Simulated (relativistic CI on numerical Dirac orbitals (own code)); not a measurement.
## Crystal-field levels of Gd³⁺, 4f7

Calculated by Dirac-Coulomb-Breit CI, orbitals from a KLI potential per configuration, model QED, one configuration in a parametric crystal field, unscaled Slater integrals (own radial code). With so little scaling, terms lie 10 to 35 % too far apart, which can change the order of excited levels.

Field parameters in Wybourne normalisation. The field is a parameter set, without covalency.

S and J are read from ⟨S²⟩ = S(S + 1) and ⟨J²⟩ = J(J + 1) of each level; they are not fictitious spins.

C2v, B20 = -250, B22 = -110, B40 = -110, B42 = 480, B44 = 310, B60 = -40, B62 = -60, B64 = 500, B66 = 90 cm⁻¹, the lowest 16 levels:

```tsv
E (cm⁻¹)	Degeneracy	S	J
0.0	2	3.48	3.50
0.1	2	3.48	3.50
0.1	2	3.48	3.50
0.2	2	3.48	3.50
37689	2	2.46	3.51
37704	2	2.46	3.51
37723	2	2.46	3.51
37741	2	2.46	3.51
38218	2	2.48	2.52
38228	2	2.48	2.52
38243	2	2.48	2.52
38721	2	2.49	1.54
38737	2	2.49	1.54
40961	2	2.45	3.50
40970	2	2.45	3.50
40978	2	2.45	3.50
```

Principal g values of the ground doublet: 0.22, 0.32, 13.76.

D4h, B20 = 880, B40 = 740, B44 = -1110, B60 = 290, B64 = 390 cm⁻¹, the lowest 10 levels:

| E (cm⁻¹) | Degeneracy | Irrep | S | J |
| --- | --- | --- | --- | --- |
| 0.0 | 2 | Γ6 | 3.48 | 3.50 |
| 0.3 | 2 | Γ7 | 3.48 | 3.50 |
| 0.5 | 2 | Γ7 | 3.48 | 3.50 |
| 0.6 | 2 | Γ6 | 3.48 | 3.50 |
| 37628 | 2 | Γ6 | 2.46 | 3.51 |
| 37692 | 2 | Γ7 | 2.46 | 3.50 |
| 37745 | 2 | Γ7 | 2.46 | 3.51 |
| 37774 | 2 | Γ6 | 2.46 | 3.51 |
| 38187 | 2 | Γ7 | 2.48 | 2.52 |
| 38228 | 2 | Γ7 | 2.48 | 2.51 |

Principal g values of the ground doublet: 0.00, 0.00, 13.97.

The next free-ion level lies 37723 cm⁻¹ above the lowest; the field splits the ground level into components whose J stays near 7/2 as long as their spread is small against that gap.

Levels of this model without a field, named by their leading LS term: 8S°_7/2 0, 6P°_7/2 37723, 6P°_5/2 38241, 6P°_3/2 38740, 6I°_7/2 40972, 6I°_9/2 41269, 6I°_17/2 41292, 6I°_11/2 41509 cm⁻¹.
